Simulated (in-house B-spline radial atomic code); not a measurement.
Successive ionisation energies of germanium; each step leads to the configuration of the next row (after the last: bare). Dirac energy differences include first-order Breit, QED and recoil terms. NIST's values go from ground level to ground level; the uncertainty of those that are theory runs from under 0.1 % in few-electron ions to several per cent in heavy many-electron ones. Computed with a radial B-spline atomic code at the basis-set limit: Dirac-Hartree-Fock, average of the configuration, finite nuclei.

```
  ion  configuration  ionisation energy (eV)  tabulated value (eV)    tabulated kind  computed minus tabulated (eV)  highest orbital  largest mean radius (bohr)
Ge27+   [He] 2s2 2p1                  2860.1                2881.9    semi-empirical                            -22            2p3/2                     0.19509
Ge28+       [He] 2s2                       ?                     ?    semi-empirical                              ?                ?                           ?
Ge29+       [He] 2s1                  3194.1              3194.293  tabulated theory                              0            2s1/2                     0.19139
Ge30+            1s2                       ?                     ?  tabulated theory                              ?                ?                           ?
Ge31+            1s1                 14119.4              14119.45  tabulated theory                              0            1s1/2                    0.046012
```

(1) Fill in the row of Ge28+.

(2) Fill in the row of Ge30+.

(3) Where is the largest jump?

Where a p, d or f electron is removed, the computed value is a mean over both j, so it misses the tabulated one by a part of the spin-orbit splitting; averaging over terms and missing correlation add to the gap, relatively most at low charge.

Answers

(1) ionisation energy (eV): 3066.2; tabulated value (eV): 3074; computed minus tabulated (eV): -8; highest orbital: 2s1/2; largest mean radius (bohr): 0.19317.

(2) ionisation energy (eV): 13555.7; tabulated value (eV): 13557.42; computed minus tabulated (eV): -2; highest orbital: 1s1/2; largest mean radius (bohr): 0.046572.

(3) From Ge29+ to Ge30+, by a factor of 4.24 (3194.1 to 13556 eV); the highest orbital goes from 2s1/2 to 1s1/2.
